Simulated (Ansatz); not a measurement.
Which is lower?

The two ends of one reaction step of Si$_{2}$H$_{8}$O$_{3}$F$_{2}$, closed shell (PBE0-D4/def2-TZVP).

A:

```json
{"atom": "Si1", "x (Å)": "-0.8313", "y (Å)": "-0.5723", "z (Å)": "-0.8209"}
{"atom": "Si2", "x (Å)": "1.2297", "y (Å)": "-0.0416", "z (Å)": "-1.7534"}
{"atom": "F3", "x (Å)": "-1.5413", "y (Å)": "-1.6776", "z (Å)": "-1.7486"}
{"atom": "F4", "x (Å)": "-0.7055", "y (Å)": "-1.3662", "z (Å)": "0.5738"}
{"atom": "O5", "x (Å)": "-1.9603", "y (Å)": "0.6103", "z (Å)": "-0.7027"}
{"atom": "H6", "x (Å)": "0.3707", "y (Å)": "0.9233", "z (Å)": "1.5182"}
{"atom": "O7", "x (Å)": "0.2729", "y (Å)": "1.2836", "z (Å)": "0.6149"}
{"atom": "H8", "x (Å)": "1.1491", "y (Å)": "-0.5033", "z (Å)": "3.3277"}
{"atom": "O9", "x (Å)": "0.3347", "y (Å)": "-0.1779", "z (Å)": "2.9382"}
{"atom": "H10", "x (Å)": "1.4785", "y (Å)": "-0.8914", "z (Å)": "-2.9513"}
{"atom": "H11", "x (Å)": "1.2396", "y (Å)": "1.3806", "z (Å)": "-2.1728"}
{"atom": "H12", "x (Å)": "2.3050", "y (Å)": "-0.3010", "z (Å)": "-0.7640"}
{"atom": "H13", "x (Å)": "-2.7981", "y (Å)": "0.4019", "z (Å)": "-1.1227"}
{"atom": "H14", "x (Å)": "-0.5068", "y (Å)": "1.8458", "z (Å)": "0.6256"}
{"atom": "H15", "x (Å)": "-0.0370", "y (Å)": "-0.9143", "z (Å)": "2.4379"}
```

B:

| atom | x (Å) | y (Å) | z (Å) |
| --- | --- | --- | --- |
| Si1 | -1.8885 | 0.1312 | -0.2841 |
| Si2 | 2.3577 | -0.6032 | -0.7629 |
| F3 | -1.2345 | -0.1093 | -1.7003 |
| F4 | -1.7416 | -1.2146 | 0.5181 |
| O5 | -3.4249 | 0.5850 | -0.4656 |
| H6 | 0.4887 | 0.5966 | 1.6662 |
| O7 | -1.0915 | 1.2376 | 0.5845 |
| H8 | 1.2719 | -1.5548 | -0.4200 |
| O9 | 1.2706 | 0.1445 | 2.0047 |
| H10 | 2.8436 | -0.9440 | -2.1303 |
| H11 | 1.8413 | 0.7869 | -0.7983 |
| H12 | 3.4914 | -0.7286 | 0.1821 |
| H13 | -3.9642 | 0.1712 | -1.1408 |
| H14 | -1.1571 | 2.1620 | 0.3402 |
| H15 | 0.9370 | -0.6608 | 2.4064 |

Program: Ansatz 0.2.0. Basis: def2-TZVPP. Cores are frozen in the correlated methods. B3LYP uses VWN-RPA correlation.

Which structure is lower at CCSD(T), and by how much? (Judge from chemistry; the value comes from the calculation.)

Computed: B, by 23.00 kcal/mol (electronic energy, against the other). By their contacts, A is a complex of Si₂H₄OF₂ ([OH][Si]([F])([F])[SiH3]) + H₂O + H₂O and B is a complex of SiH₂O₂F₂ ([OH][Si]([OH])([F])[F]) + SiH₄ + H₂O.

All methods give the same order:

```
      method  E(B) − E(A) (kcal/mol)
       SPW92                  -11.65
      PBE-D4                  -14.90
     BLYP-D4                  -18.86
   r2SCAN-D4                  -20.57
      B97M-V                  -22.26
     PBE0-D4                  -17.88
    B3LYP-D4                  -20.93
  r2SCAN0-D4                  -21.89
    BHLYP-D4                  -23.78
CAM-B3LYP-D4                  -21.90
     wB97X-V                  -20.69
     wB97M-V                  -21.44
      B2PLYP                  -23.10
    PBE-QIDH                  -21.48
  RPA on PBE                  -23.62
          HF                  -32.72
         MP2                  -23.85
        CCSD                  -24.50
     CCSD(T)                  -23.00
```

T1 diagnostic: at most 0.012.

Labels in which every atom is bracketed show which atoms are joined, not bond orders.

For scale, one of the runs: CCSD(T)/def2-TZVPP, 351 basis functions, launched by `ansatz run in.yaml --threads 5 --pin off --events-out ev --progress --plain --max-ram 66560MiB --backend cuda --devices 0, --max-vram 37GiB`. Time: 22 s of wall clock on 5 CPU threads of an AMD EPYC 7R13 and a share of one NVIDIA H100; the host was shared. Peak host memory: 0.85 GiB.
